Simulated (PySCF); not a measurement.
These are TPSSh-D3(BJ)/def2-TZVP // B3LYP-D3(BJ)/def2-SVP run with PySCF values and carry that method's errors. Isolated molecules, 0 K electronic values unless said otherwise. One relaxed conformer stands for a flexible species; it need not be the lowest. Excitations are Tamm–Dancoff values on a coarser integration grid. The basis has no diffuse functions, so Rydberg states are missing or too high.

Reference species (SMILES): `c1c2c(c(F)cc-2cccc1)B` (neutral, multiplicity 1).

```json
{
  "S1 excitation (TDA)": "2.83 eV",
  "S1 oscillator strength": "0.001",
  "LUMO": "-2.76 eV",
  "HOMO–LUMO gap": "3.16 eV"
}
```

Changed species: `Bc1cc2cccccc-2c1F`.

Task: What does the change do to the S1 excitation (TDA), S1 oscillator strength, LUMO and HOMO–LUMO gap?

Result: the S1 excitation (TDA) falls by 0.99 eV, to 1.84 eV; the S1 oscillator strength goes up by 0.014, to 0.015; the LUMO falls by 0.54 eV, to -3.30 eV; the HOMO–LUMO gap falls by 1.12 eV, to 2.04 eV.
